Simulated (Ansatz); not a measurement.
The inner images of a band of CH5FGe + H2S (11 atoms, charge 0, multiplicity 1) are given out of order.

The calculation used Ansatz 0.2.0, RKS PBE-D4/def2-SVP.

First end point:

```xyz
11
Properties=species:S:1:pos:R:3
Ge 0.255 -0.549 -1.094
F 1.416 0.778 -0.813
H 0.970 -1.468 -2.121
H -0.998 0.126 -1.713
C -0.072 -1.403 0.626
H 0.541 2.006 0.556
S -0.472 2.411 1.380
H -0.513 -0.660 1.318
H 0.878 -1.785 1.047
H -0.774 -2.251 0.496
H -1.230 2.796 0.317
```

Last end point:

```xyz
11
Properties=species:S:1:pos:R:3
Ge -0.639 -0.118 -0.747
F 2.185 0.856 0.540
H 0.369 0.011 -1.916
H -2.066 -0.387 -1.302
C -0.090 -1.393 0.626
H 1.378 1.369 0.602
S -0.682 1.897 0.342
H -0.839 -1.433 1.439
H 0.884 -1.039 1.015
H 0.023 -2.403 0.188
H -0.524 2.642 -0.788
```

Task: Put them in order from the first end to the last, with their energies above the first end.
A.
```xyz
11
Properties=species:S:1:pos:R:3
Ge -0.105 -0.159 -0.758
F 1.645 0.984 -0.497
H 0.747 -0.701 -1.949
H -1.476 0.219 -1.399
C -0.134 -1.457 0.701
H 1.018 1.626 0.214
S -0.466 1.882 0.878
H -0.978 -1.259 1.387
H 0.818 -1.384 1.262
H -0.215 -2.479 0.279
H -0.854 2.727 -0.118
```
B.
```xyz
11
Properties=species:S:1:pos:R:3
Ge -0.547 -0.116 -0.723
F 2.264 0.960 0.254
H 0.557 -0.007 -1.802
H -1.933 -0.309 -1.396
C -0.165 -1.440 0.661
H 1.467 1.471 0.396
S -0.637 1.841 0.463
H -0.961 -1.427 1.430
H 0.808 -1.176 1.117
H -0.103 -2.454 0.221
H -0.749 2.657 -0.622
```
C.
```xyz
11
Properties=species:S:1:pos:R:3
Ge -0.284 -0.126 -0.716
F 1.950 1.102 -0.322
H 0.759 -0.447 -1.831
H -1.637 0.045 -1.449
C -0.183 -1.469 0.697
H 1.270 1.589 0.197
S -0.545 1.768 0.726
H -1.019 -1.320 1.405
H 0.778 -1.354 1.239
H -0.225 -2.489 0.269
H -0.864 2.701 -0.213
```
D.
```xyz
11
Properties=species:S:1:pos:R:3
Ge 0.201 -0.501 -1.043
F 1.453 0.739 -0.746
H 0.819 -1.386 -2.159
H -1.043 0.269 -1.557
C -0.069 -1.455 0.636
H 0.580 1.970 0.594
S -0.530 2.392 1.274
H -0.716 -0.859 1.306
H 0.913 -1.612 1.124
H -0.533 -2.442 0.443
H -1.076 2.885 0.129
```
E.
```xyz
11
Properties=species:S:1:pos:R:3
Ge -0.438 -0.125 -0.708
F 2.239 1.131 -0.081
H 0.719 -0.147 -1.736
H -1.790 -0.174 -1.464
C -0.221 -1.479 0.683
H 1.450 1.574 0.243
S -0.575 1.768 0.598
H -1.050 -1.399 1.411
H 0.742 -1.303 1.201
H -0.212 -2.497 0.248
H -0.865 2.651 -0.396
```
F.
```xyz
11
Properties=species:S:1:pos:R:3
Ge 0.134 -0.423 -0.982
F 1.461 0.750 -0.707
H 0.705 -1.240 -2.169
H -1.123 0.375 -1.414
C -0.079 -1.474 0.650
H 0.661 1.905 0.580
S -0.507 2.314 1.169
H -0.912 -1.088 1.267
H 0.858 -1.410 1.237
H -0.262 -2.534 0.386
H -0.936 2.826 -0.017
```
G.
```xyz
11
Properties=species:S:1:pos:R:3
Ge 0.041 -0.275 -0.862
F 1.501 0.831 -0.636
H 0.723 -0.938 -2.075
H -1.315 0.316 -1.361
C -0.102 -1.457 0.688
H 0.786 1.784 0.414
S -0.453 2.078 1.008
H -0.956 -1.207 1.346
H 0.837 -1.391 1.270
H -0.208 -2.494 0.312
H -0.853 2.753 -0.104
```

Result: D (+1.1 kJ/mol), F (+5.7 kJ/mol), G (+40.6 kJ/mol), A (+97.6 kJ/mol), C (+54.1 kJ/mol), E (+14.3 kJ/mol), B (+4.3 kJ/mol).

Time of the run: 2.8 min on 2 threads of Intel(R) Xeon(R) Platinum 8488C (Sapphire Rapids), on a shared host, peak memory 0.18 GiB.
